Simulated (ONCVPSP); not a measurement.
**hafnium (Hf), ONCV: configuration errors across variants**

Hf (Z = 72), optimised norm-conserving Vanderbilt (ONCV), made with ONCVPSP 4.0.1 (LDA (Perdew-Zunger), fully relativistic). Core [Kr] 4d10 4f14, reference 5s2 5p6 5d2 6s2. Waves: 5s+6s: rc 1.65 bohr, ncon 3, nbas 6, qcut 6.3 1/bohr, 2 projectors; 5p: rc 1.95 bohr, ncon 3, nbas 8, qcut 8 1/bohr, 1 projector; 5d: rc 3.15 bohr, ncon 4, nbas 8, qcut 4.7 1/bohr, 2 projectors, debl 1.3 Ha. Local part: polynomial inside 1.50 bohr (lpopt 5, dvloc0 0 Ha). Core correction: none.

Open shells are filled in proportion to 2j + 1.

All-electron excitation energies from the reference (eV): (1) 5s2 5p6 5d2 6s1 8.200; (2) 5s2 5p6 5d2 6s0 22.701; (3) 5s1 5p6 5d2 6s2 73.204.

2 further variants failed, have other tests or another functional or relativity, and are left out.

Errors AE − PS in meV (a dash: test not solved or not reliable):

```csv
change,(1),(2),(3),bound ghosts,GHOST(+) flags above zero
base,+1.6,+5.8,-452,none,none
d: nbas 9,+1.5,+5.4,-454,none,none
p: nproj 3,+1.6,+5.7,-487,none,none
s: qcut 5.5,+1.3,+4.4,-517,none,s
"core correction Teter function, fcfact 5.25, rcfact 1.5",+0.6,+0.6,-525,none,none
s: qcut 8.4; p: qcut 10.6; d: qcut 6.2,+2.4,+13,-305,none,s
s: qcut 8.1,+2.1,+8.4,-329,none,s
```

Task: Give the same row for: local potential polynomial inside 1.50 bohr (lpopt 5, dvloc0 9.5 Ha).

Result: +1.6, +6.1, -482; bound ghosts: none; GHOST(+) flags above zero: none.
